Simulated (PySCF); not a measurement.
Species: C₆H₈O₂.
Numbering: `[O:1]=[C:2]([OH:3])[CH2:4][CH2:5][CH:6]1[CH:7]=[CH:8]1` (hydrogens: H9 on O3; H10, H11 on C4; H12, H13 on C5; H14 on C6; H15 on C7; H16 on C8)

Structure used (GFN2-xTB), in Å, numbered top down from 1:
```xyz
16
C6H8O2 angstrom
O     -1.511    0.773    1.344
C     -1.684    0.406    0.214
O     -2.476    1.072   -0.640
C     -1.098   -0.828   -0.420
C      0.310   -1.120    0.104
C      1.312   -0.099   -0.401
C      1.532    1.189    0.337
C      2.482    0.310    0.441
H     -2.867    1.848   -0.207
H     -1.099   -0.698   -1.503
H     -1.767   -1.658   -0.177
H      0.608   -2.121   -0.218
H      0.291   -1.099    1.195
H      1.419   -0.105   -1.485
H      1.115    2.134    0.581
H      3.426    0.007    0.823
```

Method: TDDFT CAM-B3LYP/def2-SVPD, vertical, gas phase, core orbitals frozen in the response (PySCF).

Transition dipole moments from the ground state, in atomic units and in the frame of the coordinates above (overall signs are arbitrary), for the states with f of 0.002 or more among the lowest 8:

```csv
state,E (eV),μx,μy,μz
S3,6.411,0.495,-0.411,0.124
S4,7.154,0.179,-0.066,-0.014
S5,7.348,0.284,0.082,-0.030
S6,7.466,-0.029,-0.159,0.041
S7,7.511,-0.116,0.442,-0.023
S8,7.677,-0.195,0.212,0.256
```

(1) What oscillator strength does each state have?

(2) Which bond between heavy atoms lies closest to the direction of the S3 transition dipole?

(3) What angle do the transition dipoles of S3 and S7 make?

(4) What peak molar absorption coefficient would the strongest computed level give as a lone Gaussian band 0.4 eV wide at half height?

## Answers

(1) f = (2/3) ΔE |μ|² with ΔE in hartree (27.2114 eV).

| state | \|μ\|² (au) | \|μ\| (D) | f |
| --- | --- | --- | --- |
| S3 | 0.429 | 1.67 | 0.067 |
| S4 | 0.036 | 0.49 | 0.006 |
| S5 | 0.088 | 0.75 | 0.016 |
| S6 | 0.028 | 0.42 | 0.005 |
| S7 | 0.209 | 1.16 | 0.039 |
| S8 | 0.148 | 0.98 | 0.028 |

(2) C7–C8, at 7° from it; next C4–C5 and C2–O3 at 28°.

(3) |cos θ| = |μa·μb| / (|μa| |μb|) = 0.81, so θ ≈ 36° (taken between 0 and 90°, since the signs are arbitrary).

(4) ε(max) = 2.175×10⁸ f / FWHM, with the width in cm⁻¹. S3: 2.175×10⁸ × 0.0674 / 3226 ≈ 4500 L mol⁻¹ cm⁻¹.

Hardware: Arm Neoverse N1, one thread (shared host). Cost: 84 s of wall time.

One conformer stands for the species.
